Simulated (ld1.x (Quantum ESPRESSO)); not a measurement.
## Pb (Z = 82) TM: all-electron and pseudo phase curves

Pb, norm-conserving Troullier–Martins (Kleinman–Bylander form), made with ld1.x (Quantum ESPRESSO) 7.5 (LDA (PZ), scalar-relativistic). Core [Xe] 4f14, reference 5d10 6s1 6p0 (charge +3). Waves: 6p (bound, empty): rc 2.00 bohr; 5d (bound): rc 1.10 bohr; 6s (bound): rc 1.70 bohr. Local part: the s channel. Core correction: none.

The phase is arctan(r·u′/u) with u = r·R(r), unwrapped; energies in Ry, scanned from -6 to 5 Ry. A pole is an energy at which the radial function vanishes at the test radius. The pseudo phase is shifted by a multiple of π to meet the all-electron one at the reference energy, and phase errors are pseudo minus all-electron; the curves can meet again beyond the range given. Levels narrower than the energy grid can be missing from the lists of poles.

```json
{"channel": "s", "radius (bohr)": "2.20", "reference energy (Ry)": "-2.79", "poles, all-electron": "0.05", "poles, pseudo": "-0.27, 4.94", "unbroken range about the reference energy with phases within 0.05 rad": "below 0.6", "phase error 1 Ry above the reference energy (rad)": "-0.007"}
{"channel": "p", "radius (bohr)": "2.20", "reference energy (Ry)": "-1.94", "poles, all-electron": "2.50", "poles, pseudo": "1.79", "unbroken range about the reference energy with phases within 0.05 rad": "below 2.3", "phase error 1 Ry above the reference energy (rad)": "-0.020"}
{"channel": "d", "radius (bohr)": "2.20", "reference energy (Ry)": "-3.65", "poles, all-electron": "-3.23", "poles, pseudo": "-3.22", "unbroken range about the reference energy with phases within 0.05 rad": "below -0.7", "phase error 1 Ry above the reference energy (rad)": "+0.007"}
```

Phases in the p channel:

| E (Ry) | all-electron | pseudo |
| --- | --- | --- |
| -6.00 | 1.326 | 1.310 |
| -5.74 | 1.314 | 1.300 |
| -5.48 | 1.301 | 1.288 |
| -5.22 | 1.287 | 1.274 |
| -4.96 | 1.271 | 1.258 |
| -4.70 | 1.253 | 1.240 |
| -4.44 | 1.231 | 1.219 |
| -4.18 | 1.206 | 1.194 |
| -3.92 | 1.176 | 1.165 |
| -3.66 | 1.138 | 1.128 |
| -3.40 | 1.092 | 1.082 |
| -3.14 | 1.031 | 1.022 |
| -2.88 | 0.951 | 0.943 |
| -2.62 | 0.839 | 0.833 |
| -2.36 | 0.678 | 0.675 |
| -2.10 | 0.444 | 0.444 |
| -1.84 | 0.118 | 0.118 |
| -1.58 | -0.265 | -0.270 |
| -1.32 | -0.611 | -0.623 |
| -1.06 | -0.866 | -0.885 |
| -0.80 | -1.042 | -1.064 |
| -0.54 | -1.163 | -1.188 |
| -0.28 | -1.251 | -1.277 |
| -0.02 | -1.316 | -1.343 |
| 0.24 | -1.366 | -1.395 |
| 0.50 | -1.407 | -1.437 |
| 0.76 | -1.439 | -1.472 |
| 1.02 | -1.467 | -1.501 |
| 1.28 | -1.491 | -1.527 |
| 1.54 | -1.511 | -1.550 |
| 1.80 | -1.529 | -1.572 |
| 2.06 | -1.546 | -1.592 |
| 2.32 | -1.561 | -1.611 |
| 2.58 | -1.575 | -1.630 |
| 2.84 | -1.588 | -1.649 |
| 3.10 | -1.601 | -1.668 |
| 3.36 | -1.613 | -1.688 |
| 3.62 | -1.625 | -1.710 |
| 3.88 | -1.636 | -1.734 |
| 4.14 | -1.648 | -1.761 |
| 4.40 | -1.660 | -1.793 |
| 4.66 | -1.673 | -1.831 |
| 4.92 | -1.686 | -1.879 |
